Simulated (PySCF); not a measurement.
W(O)(NH)(OMe)(SH) (CH₅NO₂SW), SMILES C[O][W](=[NH])(=[O])[SH], multiplicity 1. Heavy atoms are numbered as in [W:1](=[O:2])(=[NH:3])([O:5][CH3:6])[SH:10]. Hydrogens are named by the atom that carries them.

The structure is a stationary point at B3LYP-D3(BJ)/def2-SVP. The multiplicity is an assumed one; other spin states were not compared. The def2 effective core potentials stand for the cores of W; spin–orbit coupling is left out. Other conformers were not sampled.

Method: PBE/def2-TZVP (PySCF).

ESP charges are fitted to the potential on shells at 1.4 to 2.0 van der Waals radii. Atomic charges (e), one atom of each kind:

```
atom      Mulliken  ESP fit
--------  --------  -------
W1            1.14     0.80
O2           -0.43    -0.41
N3 (NH)      -0.54    -0.55
H on N3       0.25     0.34
O5           -0.40    -0.22
C6 (CH3)     -0.19    -0.20
H on C6       0.13     0.11
S10 (SH)     -0.40    -0.30
H on S10      0.17     0.19
```
